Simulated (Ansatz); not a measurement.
Consider the hydrogenolysis of a C–O bond: `B[Se]C(C)O` + H₂ → `B[Se]CC` + H₂O.

Calculated with Ansatz (gas phase, PBE0-D4/def2-TZVP geometries, no zero-point term in ΔE). CBS: MP2 limit from def2 TZ/QZ plus the TZ coupled-cluster correction, frozen cores. This one scheme is used for every species. Functionals use def2-TZVPP. For Se outer-core shells are correlated without core-valence functions, which leaves a few kJ/mol of doubt a bond. Scalar relativity is left out up to krypton. Each species was taken in one conformer, which may not be the lowest.

`B[Se]C(C)O`:

Z-matrix (Å, degrees):
```
C
Se 1 2.002
O 1 1.391 2 111.0
C 1 1.504 2 110.1 3 -119.9
H 1 1.095 2 103.6 3 120.5
B 2 1.886 1 100.6 3 -106.4
H 3 0.961 1 109.0 2 61.6
H 4 1.090 1 110.8 2 -60.1
H 4 1.092 1 110.6 2 60.8
H 4 1.093 1 109.2 2 179.8
H 6 1.195 2 119.9 1 -1.3
H 6 1.191 2 117.5 1 178.8
```

H₂:

Z-matrix (Å, degrees):
```
H
H 1 0.746
```

`B[Se]CC`:

Z-matrix (Å, degrees):
```
C
Se 1 1.963
C 1 1.512 2 112.7
H 1 1.091 2 105.3 3 121.9
H 1 1.090 2 106.6 3 -123.3
B 2 1.886 1 101.6 3 81.9
H 3 1.092 1 111.4 2 58.1
H 3 1.094 1 110.3 2 178.0
H 3 1.092 1 111.0 2 -62.2
H 6 1.194 2 120.3 1 1.3
H 6 1.192 2 116.8 1 -179.0
```

H₂O:

Cartesian coordinates in Å:
```
O 0.372 0.085 -0.078
H -0.156 0.401 0.658
H -0.215 -0.486 -0.579
```

(1) Is it downhill or uphill in electronic energy at CCSD(T)/CBS, and by how much? (An estimate is asked.)

(2) What do these levels give: r2SCAN-D4, ωB97M-V, MP2/def2-TZVPP, SCS-MP2/def2-TZVPP, CCSD(T)/def2-TZVPP, SCS-MP2/def2-QZVPP? (An estimate is asked.)

Largest T1 diagnostic among the species: 0.013.

## Answers

(1) The calculation gave: Downhill: ΔE = -0.99 eV.

(2) Computed: r2SCAN-D4 -0.86, ωB97M-V -0.93, MP2/def2-TZVPP -0.98, SCS-MP2/def2-TZVPP -0.99, CCSD(T)/def2-TZVPP -0.97, SCS-MP2/def2-QZVPP -1.01 eV.

The D4 term adds +0.06 eV with B3LYP and +0.03 eV with PBE0; it sums over pairs of atoms, weighted by their polarisabilities, and B3LYP, whose exchange is more repulsive, gets the larger term. In def2-TZVPP, CCSD(T) changes the Hartree–Fock value by +0.15 eV (the triples alone add +0.05 eV) and MP2 by +0.14 eV. From PBE to PBE0 (25 % exact exchange), in def2-TZVPP and without D4, ΔE moves by −0.09 eV.

B3LYP here is the variant with VWN-RPA as its local correlation; programs differ in this.
